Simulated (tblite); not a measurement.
C6H8F4O.
Numbering: `[CH3:1][CH:2]([CH3:3])[C@@H:4]([F:5])[C:6]([F:7])([F:8])[C:9](=[O:10])[F:11]` (hydrogens: H12, H13, H14 on C1; H15 on C2; H16, H17, H18 on C3; H19 on C4)

Geometry (GFN2-xTB, Å), atoms numbered from 1 in this order:
```xyz
19
C6H8F4O angstrom
C     -0.9474    1.3297    0.1805
C     -0.8780   -0.1405    0.5879
C     -2.0958   -0.9048    0.0696
C      0.3889   -0.8140    0.0443
F      0.4546   -0.6678   -1.3231
C      1.7141   -0.2622    0.6319
F      2.5624   -1.2881    0.8985
F      1.5110    0.3516    1.8223
C      2.3984    0.7295   -0.3290
O      2.2506    1.8929   -0.3793
F      3.2243    0.0794   -1.1557
H     -0.1251    1.9001    0.6033
H     -0.9161    1.4232   -0.9024
H     -1.8786    1.7619    0.5356
H     -0.8425   -0.2170    1.6788
H     -3.0056   -0.4447    0.4437
H     -2.1181   -0.8827   -1.0172
H     -2.0750   -1.9416    0.3972
H      0.3678   -1.8956    0.2359
```

Method: GFN2-xTB as coded in tblite; computed harmonic values from a numerical Hessian at the method's own geometry, unscaled. Errors from tens to a few hundred cm⁻¹ against measured bands are possible. One conformer, not necessarily the lowest.

Harmonic wavenumbers (cm⁻¹): 40.6, 59.0, 72.6, 132.8, 167.2, 194.8, 207.5, 223.6, 259.9, 278.8, 297.2, 337.4, 368.3, 414.0, 502.4, 516.3, 590.3, 625.7, 713.8, 756.9, 874.0, 955.5, 972.1, 991.3, 1010.4, 1026.7, 1047.1, 1084.1, 1122.6, 1149.2, 1158.7, 1189.4, 1256.9, 1276.8, 1313.3, 1318.1, 1411.7, 1428.1, 1486.6, 1491.3, 1498.0, 1503.3, 1887.2, 2917.9, 2958.3, 3039.3, 3047.4, 3050.7, 3054.3, 3060.1, 3063.5.

A = 1621, B = 816.2, C = 795.0 MHz; mass 172.051 u (most abundant isotopes); point group C1, symmetry number 1.

Task: What is the zero-point energy?

Result: ½Σν̃ = 29702 cm⁻¹ = 355.31 kJ/mol.

Task: Entropy at 200 K, 1 bar (ideal gas, RRHO, classical rotation)?

Result: Translation 164.76, rotation 120.97, vibration 103.73: S = 389.5 J/(mol K).

Task: And Cp and H(200 K) − H(0)?

Result: Cp = 142.13 J/(mol K), of which vibrations give 108.87 (their classical limit is 51 R = 424.0); H(200 K) − H(0) = 17.94 kJ/mol without the zero-point energy, 11.29 from vibrations.

Task: Blend soft modes into free rotors: weight 1/[1 + (100 cm⁻¹/ν̃)⁴] for the oscillator and the rest for a rotor with moment μB/(μ + B), μ = h/(8π²ν), B = 10⁻⁴⁴ kg m². What vibrational entropy results?

Result: 95.42 J/(mol K) in place of 103.73, which changes −T·S at 200 K by +1.66 kJ/mol.

Task: How do the functions run with temperature in this model?

Result: 
```csv
T (K),S (J/(mol K)),Cp (J/(mol K)),H − H(0) (kJ/mol),G − H(0) (kJ/mol),ln q(vib)
100,309.2,92.5,6.07,-24.85,2.29
300,455.3,185.2,34.31,-102.27,9.01
500,568.3,259.9,79.20,-204.94,15.27
800,707.2,330.0,168.72,-397.08,23.79
1000,784.2,359.2,237.80,-546.40,28.91
```

q(vib) and H(0) count from the zero-point level.

Task: What must be added to the electronic energy to get the Gibbs energy at 200 K and 1 bar?

Result: ZPE + [H(200 K) − H(0)] − T·S = 355.31 + 17.94 − 77.89 = 295.36 kJ/mol.

Hindered rotation and anharmonicity are outside this model. Other conformers, if any are populated, would add a mixing term that is left out. The structure is chiral; the term R ln 2 for an equal mix with its mirror image is left out.

Hardware: one thread of an Arm Neoverse V1, on a shared host. Cost: 0.74 s. This covers the Hessian and the dipole derivatives.
